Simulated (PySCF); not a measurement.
HFSi, charge -1, doublet, at a GFN2-xTB geometry (a state made from the parent by changing its charge; the spin is typed, not shown lowest). Base run: MP2/def2-TZVP in PySCF.

Input for PySCF:
```python
from pyscf import gto, scf, mp

mol = gto.M(
    atom='''
Si   -0.279835   -0.368462    0.505244
H    -0.949016   -1.249640   -0.619775
F     0.540745    0.712012   -0.717071
''',
    basis='def2-tzvp',
    charge=-1,
    spin=1,
    verbose=4,
)

mf = scf.UHF(mol)
mf.kernel()

pt = mp.MP2(mf)
pt.kernel()
print('E(MP2) = %.10f' % pt.e_tot)
mf.analyze()
```

Each row names what was changed in the base input (with any setting that the change needs).

```
change                                ΔE vs base (mEh)  MP2 correlation (Eh)  basis functions  core-seconds (rough)
------------------------------------  ----------------  --------------------  ---------------  --------------------
base                                             0.000              -0.48103               74                     2
method = ccsd(t)                               -32.650              -0.48103               74                    70
method = cisd                                   24.189                     -               74                    10
frozen = 5                                       113.5              -0.36749               74                     2
cart = on                                      -10.980              -0.49036               84                     3
method = ccsd                                  -19.543              -0.48103               74                    30
density fitting = JK and correlation             0.666              -0.48041               74                     1
frozen = 7                                       202.1              -0.27897               74                     2
frozen = 6                                       122.0              -0.35900               74                     2
```

Open shells are given as the SCF converged; they aren't shown to be the lowest states, and a large step between rows can be another state.
